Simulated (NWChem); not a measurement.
SiH$_{3}$SF; SMILES F[SiH2]S

```xyz
6

Si    -0.6439     0.5765    -0.0969
F      0.7289     1.3390     0.3165
S     -0.3241    -1.4960    -0.4493
H     -1.5978     0.7892     1.0225
H     -1.1231     1.1342    -1.3861
H     -0.1824    -1.8119     0.8571
```
Atoms are numbered in this order, from 1.

Geometry: optimised at PBE0/def2-SVP.

Give the principal values of the shielding tensors (ppm) of Si1, F2, S3 from KT2/pcSseg-1, GIAO (NWChem), with their diamagnetic and paramagnetic parts as GIAO splits them.


```json
[
 {"atom": "Si1", "σ11": "276.7", "σ22": "358.2", "σ33": "429.0", "isotropic": "354.6", "diamagnetic": "882.0", "paramagnetic": "-527.4"},
 {"atom": "F2", "σ11": "279.5", "σ22": "324.5", "σ33": "395.2", "isotropic": "333.1", "diamagnetic": "474.6", "paramagnetic": "-141.6"},
 {"atom": "S3", "σ11": "533.8", "σ22": "681.1", "σ33": "760.9", "isotropic": "658.6", "diamagnetic": "1059.5", "paramagnetic": "-400.9"}
]
```
